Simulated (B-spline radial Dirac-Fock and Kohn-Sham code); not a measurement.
Relativistic shifts of the levels of Ca¹⁴⁺

System: the Ca¹⁴⁺ ion in the configuration [He] 2s2 2p2.

Both columns are ΔSCF binding energies of the configuration average from a B-spline atomic structure program: non-relativistic Hartree-Fock with a point nucleus, and Dirac-Fock with a finite nucleus and the Coulomb interaction alone, averaged over the two j levels with weights 2j+1.

```tsv
shell	Hartree-Fock (eV)	Dirac-Fock (eV)	shift (eV)	shift (%)
1s	4678.2	4702.0	+23.78	+0.51
2s	933.1	939.0	+5.87	+0.63
2p	888.4	890.1	+1.74	+0.20
```

Relativity binds 1s, 2s, 2p more strongly, among those listed most of all 2s in relative terms.

Values without a named source are computed, but for edge energies of neutral atoms, which are taken from tables.
